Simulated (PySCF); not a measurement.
r2SCAN on W (tungsten, neutral), [Xe] 4f14 5d3 6s2 6p1, one real determinant (an excited configuration). All numbers are calculated (PySCF 2.14, scalar relativity by spin-free X2C-1e, in x2c-TZVPPall).

```
cycle= 1 E= -16143.4286261905  delta_E= -0.0398  |g|= 0.261  |ddm|= 0.719
cycle= 2 E= -16143.4343934363  delta_E= -0.00577  |g|= 0.287  |ddm|= 0.599
cycle= 3 E= -16143.4425881526  delta_E= -0.00819  |g|= 0.033  |ddm|= 0.18
cycle= 4 E= -16143.443194081  delta_E= -0.000606  |g|= 0.0234  |ddm|= 0.11
cycle= 5 E= -16143.4433997785  delta_E= -0.000206  |g|= 0.00584  |ddm|= 0.0447
cycle= 6 E= -16143.4434263779  delta_E= -2.66e-05  |g|= 0.0024  |ddm|= 0.0155
cycle= 7 E= -16143.4434269962  delta_E= -6.18e-07  |g|= 0.00244  |ddm|= 0.000445
cycle= 8 E= -16143.4434124858  delta_E= 1.45e-05  |g|= 0.000799  |ddm|= 0.0232
cycle= 9 E= -16143.4434144402  delta_E= -1.95e-06  |g|= 0.000142  |ddm|= 0.00988
cycle= 10 E= -16143.4434145221  delta_E= -8.19e-08  |g|= 4.82e-05  |ddm|= 0.00255
cycle= 11 E= -16143.4434145216  delta_E= 4.91e-10  |g|= 3.01e-05  |ddm|= 0.00074
converged SCF energy = -16143.4434145216  <S^2> = 6.6761572  2S+1 = 5.2635187
```

Highest occupied orbital energy: -2.862 eV; ⟨L²⟩ = 16.13; populations by l: s 11.52, p 25.00, d 23.48, f 14.00.

Can this result be used?

Not for this state. Self-consistency was reached. ⟨L²⟩ = 16.13 against 20 for a pure G term, so this real determinant mixes terms. Spin-orbit coupling, absent here, splits the open shell strongly. ⟨S²⟩ = 6.68 against 6.00 shows spin contamination. The s, p, d and f populations moved away from the nominal configuration during the SCF.
